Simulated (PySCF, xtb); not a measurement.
silolane (C₄H₁₀Si), SMILES C1CC[SiH2]C1.

GFN2-xTB (xtb 6.7.1) at its own geometry gives an orbital gap of 5.50 eV and a dipole moment of 0.10 D.

The structure is a stationary point at B3LYP-D3(BJ)/def2-SVP. One conformer was computed; it need not be the lowest.

Question: What does PBE/def2-TZVP run with PySCF give? (The exact figures need the calculation; the answer reports its results.)

Answer: gap 6.85 eV (levels -6.81 and 0.04 eV), dipole 0.82 D.
